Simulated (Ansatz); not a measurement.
Consider the ligand exchange at the Si–N bond: `CCN(C)[SiH3]` + `[NH2][GaH][OH]` → `[NH2][GaH][O][SiH3]` + `CCNC`.

Program: Ansatz. Geometries: PBE0-D4/def2-TZVP. ΔE: electronic, gas phase. CCSD(T)/CBS adds triple-zeta CCSD(T) − MP2 to the extrapolated MP2 energy (def2 sets, frozen cores). For Ga outer-core shells are correlated without core-valence functions, which leaves a few kJ/mol of doubt a bond. Scalar relativity is left out up to krypton. One conformer a species, not always the lowest.

`CCN(C)[SiH3]`:

Cartesian coordinates in Å:
```
C -0.841 -0.244 1.711
C 0.380 -0.612 0.880
N 0.364 -0.120 -0.482
C -0.596 -0.754 -1.353
Si 1.063 1.393 -0.893
H -1.759 -0.644 1.274
H -0.949 0.841 1.787
H -0.753 -0.649 2.723
H 1.281 -0.229 1.372
H 0.486 -1.706 0.853
H -1.641 -0.518 -1.106
H -0.484 -1.845 -1.309
H -0.426 -0.446 -2.387
H 2.297 1.559 -0.079
H 1.373 1.378 -2.347
H 0.206 2.595 -0.645
```

`[NH2][GaH][OH]`:

Z-matrix (Å, degrees):
```
N
Ga 1 1.813
H 1 1.005 2 123.2
H 1 1.005 2 124.9 3 180.0
O 2 1.789 1 117.7 3 -180.0
H 2 1.547 1 124.0 3 0.0
H 5 0.959 2 114.5 1 0.0
```

`[NH2][GaH][O][SiH3]`:

Z-matrix (Å, degrees):
```
Si
O 1 1.625
H 1 1.489 2 110.2
H 1 1.489 2 110.2 3 119.7
H 1 1.493 2 111.6 3 -120.1
Ga 2 1.786 1 139.8 3 120.1
N 6 1.801 2 112.1 1 179.6
H 6 1.548 2 121.1 1 -0.5
H 7 1.004 6 124.5 2 180.0
H 7 1.005 6 122.7 2 -0.0
```

`CCNC`:

Z-matrix (Å, degrees):
```
C
C 1 1.514
H 1 1.092 2 110.6
H 1 1.092 2 111.0 3 120.6
H 1 1.094 2 111.0 3 -119.8
N 2 1.447 1 111.2 3 57.6
H 2 1.096 1 109.7 3 -61.5
H 2 1.106 1 109.7 3 -177.6
C 6 1.445 2 113.2 1 177.3
H 6 1.013 2 109.3 1 54.5
H 9 1.104 6 114.0 2 -54.9
H 9 1.094 6 109.5 2 65.4
H 9 1.092 6 109.9 2 -176.7
```

```tsv
species	CCSD(T)/CBS(def2) energy (Eh)
`CCN(C)[SiH3]`	-464.56280
`[NH2][GaH][OH]`	-2056.27372
`[NH2][GaH][O][SiH3]`	-2346.59363
`CCNC`	-174.26710
```

Problem. Work out ΔE.

Solution. ΔE = (-2346.59363) + (-174.26710) − (-464.56280) − (-2056.27372) = -0.02421 Eh = -15.2 kcal/mol.

Largest T1 diagnostic among the species: 0.014.

The D4 term adds +1.9 kcal/mol with B3LYP and +1.1 kcal/mol with PBE0; it sums over pairs of atoms, weighted by their polarisabilities, and B3LYP, whose exchange is more repulsive, gets the larger term. From PBE to PBE0 (25 % exact exchange), in def2-TZVPP and without D4, ΔE moves by −1.1 kcal/mol.

B3LYP here is the variant with VWN-RPA as its local correlation; programs differ in this.
